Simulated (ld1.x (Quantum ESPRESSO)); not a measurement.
Reading a pseudo-wave (Tm)

Columns: radius, all-electron u(r) and pseudo u(r) of the 6s shell (level -3.89 eV) of thulium in the configuration [Kr] 4d10 4f13 5s2 5p6 5d0 6s2 6p0; PBEsol, scalar-relativistic, PAW scheme, ld1.x (Quantum ESPRESSO) 7.5.

```
r (bohr)  all-electron   pseudo
   0.150        0.0991   0.2428
   0.300       -0.0856   0.4564
   0.450       -0.1299   0.6161
   0.600        0.0270   0.7059
   0.750        0.1758   0.7204
   0.900        0.2440   0.6649
   1.050        0.2366   0.5534
   1.200        0.1779   0.4058
   1.350        0.0913   0.2430
   1.500       -0.0062   0.0837
   1.650       -0.1035  -0.0584
   1.800       -0.1942  -0.1768
   1.950       -0.2749  -0.2708
   2.100       -0.3443  -0.3442
   2.250       -0.4023  -0.4024
   2.400       -0.4495  -0.4495
   2.550       -0.4868  -0.4868
   2.700       -0.5153  -0.5153
   2.850       -0.5361  -0.5361
   3.000       -0.5501  -0.5501
   3.150       -0.5582  -0.5582
   3.300       -0.5612  -0.5612
   3.450       -0.5597  -0.5597
   3.600       -0.5544  -0.5544
   3.750       -0.5458  -0.5458
   3.900       -0.5346  -0.5346
```

(1) How many radial nodes do the two functions have?

(2) At about which radius was the pseudo-wave matched?

(3) Is the pseudo-wave norm-conserving?

Answers

(1) The all-electron 6s function has n − l − 1 = 5 (the table is too coarse to show those close to the nucleus); the pseudo-wave has 1, since 1 lower shell of the same l stays in the valence.

(2) 2.40 bohr. The columns agree to 0.0005 from 2.10 bohr on; several derivatives are matched, so the curves merge somewhat inside the radius.

(3) No, it belongs to a PAW set: the norm inside the radius is not constrained, and the difference is carried by the augmentation charge.
